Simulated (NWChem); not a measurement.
System: C4H6O; SMILES C(C#C)OC

```xyz
11

C      0.2809     2.5776     0.0000
C     -0.0912     1.4301     0.0000
C     -0.5808     0.0523     0.0000
O      0.5100    -0.8513     0.0000
C      0.0780    -2.1957     0.0000
H      0.6242     3.5870     0.0000
H     -1.2201    -0.1140     0.8855
H     -1.2201    -0.1140    -0.8855
H      0.9762    -2.8179     0.0000
H     -0.5227    -2.4328     0.8935
H     -0.5227    -2.4328    -0.8935
```
Atoms are numbered in this order, from 1.

Program: NWChem. Pople sets run with spherical d functions. Structure relaxed at the B3LYP/6-31G* (spherical d) level. Level: B3LYP/6-31G* with SMD (1 M gas to 1 M solution), gas-phase geometry.

Q: What does the run give for solvent toluene? Quantities: solvation free energy (kcal/mol); cavity-dispersion-structure term (kcal/mol); dipole in solution (D).

A: 
```
Property                                     Result
-------------------------------------------  ------
solvation free energy (kcal/mol)               -3.4
cavity-dispersion-structure term (kcal/mol)    -0.4
dipole in solution (D)                         1.70
```
